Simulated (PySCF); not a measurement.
A structure optimised at B3LYP-D3(BJ)/def2-SVP, used in a PySCF frequency run:

```xyz
7

C     -0.4412    -1.3984     0.0000
O      0.6404    -0.5739     0.0000
C      0.4471     0.7701     0.0000
O     -0.6199     1.3138     0.0000
H     -1.4373    -0.9593     0.0000
H     -0.1986    -2.4576     0.0000
H      1.4366     1.2678     0.0000
```
Charge 0, spin multiplicity 2.

Problem. Write its SMILES, formula and point group.

Solution. [CH2]OC=O, C2H3O2, Cs

Problem. What are its rotational constants (standard atomic weights)?

Solution. 23.629, 6.9884, 5.3933 GHz
